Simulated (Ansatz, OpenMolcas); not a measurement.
# How methods differ on AlF3 (SMILES F[Al](F)F)

AlF3: 4 atoms, total charge 0, spin state singlet. As SMILES, `F[Al](F)F`. Geometry: relaxed at PBE0-D4/def2-TZVP.

```xyz
4

F     0.8594   -0.7226    1.1802
Al    0.0000    0.0000    0.0000
F    -1.4407   -0.6125   -0.4501
F     0.5813    1.3351   -0.7300
```

Quantity: the energy change with the Al2–F3 bond stretched from 1.629 to 2.443 Å, in eV. The values are calculated.

| level | kind | program | value (eV) |
| --- | --- | --- | --- |
| SVWN5/6-311+G** (restricted) | LDA | OpenMolcas | 2.99 |
| BLYP/6-311+G** (restricted) | GGA | OpenMolcas | 2.62 |
| r2SCAN/6-311+G** (restricted) | meta-GGA | Ansatz | 3.02 |
| BHLYP/6-311+G** (restricted) | global hybrid | Ansatz | 3.36 |
| PBE0/6-311+G** (restricted) | global hybrid | Ansatz | 3.07 |
| wB97X/6-311+G** (restricted) | range-separated hybrid | Ansatz | 3.09 |
| PBE-QIDH/6-311+G** (restricted) | double hybrid | Ansatz | 3.25 |
| RPA@PBE/6-311+G** (restricted) | RPA | Ansatz | 2.91 |
| MP2/6-311+G** (restricted) | perturbation theory | OpenMolcas | 3.08 |
| CCSD/6-311+G** (restricted) | coupled cluster or CI | Ansatz | 3.21 |

The first shape isn't each level's own minimum. The values span 2.62 to 3.36 eV.
